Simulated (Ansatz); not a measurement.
Ansatz (a first-principles code) input (SVWN5/def2-TZVPD):

Ansatz 0.2 input:
```yaml
crystal:
  periodic: [false, false, false]
  atoms:
    - {symbol: C, position_ang: [2.14239087, 0.56729001, -0.24049058]}
    - {symbol: O, position_ang: [0.72290300, 0.61347633, -0.33698237]}
    - {symbol: B, position_ang: [-0.04441719, -0.36565449, 0.21950200]}
    - {symbol: O, position_ang: [0.54239437, -1.41385558, 0.88319583]}
    - {symbol: O, position_ang: [-1.40632058, -0.31314999, 0.12195903]}
    - {symbol: C, position_ang: [-2.04456216, 0.76074673, -0.55979216]}
    - {symbol: H, position_ang: [2.53152706, 1.44504821, -0.75377564]}
    - {symbol: H, position_ang: [2.53791348, -0.33374501, -0.71296479]}
    - {symbol: H, position_ang: [2.46479941, 0.58471111, 0.80223822]}
    - {symbol: H, position_ang: [-0.10914838, -2.03265009, 1.22684526]}
    - {symbol: H, position_ang: [-1.80842600, 1.71799101, -0.09104087]}
    - {symbol: H, position_ang: [-3.11804496, 0.58728000, -0.50644296]}
    - {symbol: H, position_ang: [-1.73532115, 0.79965077, -1.60605271]}
basis:
  gaussian:
    orbitals: def2-TZVPD
hamiltonian:
  xc: {name: SVWN5}
total_charge: 1
magnetization: {spin_polarized: true, initial_magnetization: 1}
```

End of the output:

```
1422 factors; their error is unknown
0.22 GiB of the device are held for the grids
1.79 GiB of device memory are held for the factors and their scratch space
mean field: 2.03 GiB planned
mean field evaluation 1: about -8908.8074 eV, gradient 8.0e1 eV
mean field evaluation 2: about -8852.7294 eV, gradient 1.4e2 eV
mean field evaluation 4: about -8926.9495 eV, gradient 3.2e1 eV
mean field evaluation 8: about -8929.9226 eV, gradient 1.6e1 eV
mean field evaluation 16: about -8931.5823 eV, gradient 2.5e-4 eV
mean field evaluation 32: about -8930.8354 eV, gradient 1.8e-2 eV
mean field evaluation 64: about -8930.8354 eV, gradient 6.0e-6 eV
mean field evaluation 96: about -8930.8283 eV, gradient 8.7e0 eV
mean field -8931.58226318 eV, -328.2295941280 hartree, gradient 8.1e-6 eV, S^2 0.752064; 14 other end points of the search recorded, 0 dependent functions left out
reference -8931.58231601 eV, -328.2295960695 hartree; 24, 23 occupied and 270, 271 virtual orbitals, 1422 factors
Total energy: -8931.58231601 eV, -328.2295960695 hartree
```

This state (charge 1, doublet) is run at the relaxed geometry of the species with charge 0 and multiplicity 1.
